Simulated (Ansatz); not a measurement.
A nudged elastic band was laid between two geometries of CH3BClO (7 atoms, charge 1, multiplicity 1).

These are results of RKS revPBE/def2-SVP in Ansatz, not measurements.

| Item | Value |
| --- | --- |
| movable images | 5 |
| climbing image | yes |
| spring | 5.0 eV/Å² |
| optimiser | quadratic models (default) |
| start path | IDPP |
| force threshold | 0.05 eV/Å |
| iteration limit | 60 |
| end points | relaxed |

Initial state:

```xyz
7
Properties=species:S:1:pos:R:3
O -0.639 1.467 -0.042
C -0.126 0.441 0.517
B 0.494 -0.854 -0.186
Cl -0.591 -2.181 -0.334
H -0.631 1.454 -1.035
H -0.159 0.524 1.629
H 1.651 -0.851 -0.548
```

Final state:

```xyz
7
Properties=species:S:1:pos:R:3
O -0.549 1.160 -0.698
C -0.114 0.417 0.243
B 0.591 -0.980 -0.090
Cl -0.466 -2.337 -0.038
H -0.992 1.998 -0.402
H -0.252 0.763 1.296
H 1.782 -1.021 -0.311
```

Question: What changes between the two ends?

Answer: No bond is made or broken. The dihedral H5–O1–C2–B3 changes from -1 to 179° by way of a nearly straight angle H5–O1–C2 (up to 179°), not by a turn about the bond.

Question: What energy profile does the band end with?

Answer: It converged. The highest image is number 3 of 0 to 6, 92.1 kJ/mol above the first end and 94.1 kJ/mol above the last; the last end lies 2.1 kJ/mol below the first. A vibrational analysis at the climbing image gives one clearly imaginary mode, 1110i cm⁻¹: a first-order saddle point. Limits of this set-up: the dipole of an ion depends on the origin.

```
image  path coordinate (Å)  energy (kJ/mol)  angle H5–O1–C2 (°)
    0                 0.00              0.0                 115
    1                 0.30              5.7                 121
    2                 0.60             45.6                 144
    3                 0.90             92.1                 179
    4                 1.19             49.3                 147
    5                 1.48              7.1                 124
    6                 1.77             -2.1                 115
```

Question: What is the geometry of the highest image?

Answer: 
```xyz
7
Properties=species:S:1:pos:R:3
O -0.541 1.270 -0.400
C -0.115 0.415 0.412
B 0.560 -0.963 -0.057
Cl -0.501 -2.320 -0.053
H -0.887 1.922 -1.040
H -0.249 0.670 1.497
H 1.733 -0.994 -0.357
```

Question: What are the harmonic wavenumbers there?

Answer: 1110i, 59, 108, 171, 310, 663, 805, 863, 947, 1082, 1374, 1636, 2606, 2948, 3741 cm⁻¹.

The band took 7 iterations and roughly 50 core-seconds.

The run took 53 s on 1 thread of Intel(R) Xeon(R) Platinum 8488C (Sapphire Rapids), with other jobs on the host, peak memory 0.17 GiB.
